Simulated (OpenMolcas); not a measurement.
Which level was it?

GaH2O has 4 atoms, charge 0, and is taken as a doublet. SMILES: `[OH][GaH]`. Geometry: a GFN2-xTB relaxation, a rough one for these elements and not checked as a minimum.

```xyz
4

O    -0.0309   -0.8075    0.3041
Ga    0.7534    0.7137    0.1418
H    -0.4026   -1.6736    0.4374
H    -0.3199    1.7674   -0.8833
```

A calculation with OpenMolcas 26.06 gave:

The total energy is -1998.9376 Eh, the dipole moment is 1.32 D and the HOMO energy is -8.74 eV. The LUMO energy is 0.75 eV, the ⟨S²⟩ is 0.784 and the largest force is 2.024 eV/Å.

**Question.** Which of these levels gave the numbers?
A. HF/STO-3G
B. B3LYP/6-31G* (Cartesian functions)
C. HF/3-21G
D. HF/def2-SVP

**Answer.** D. The others give -1989.4276 Eh (HF/3-21G), -1975.9217 Eh (HF/STO-3G), -2001.0084 Eh (B3LYP/6-31G* (Cartesian functions)).
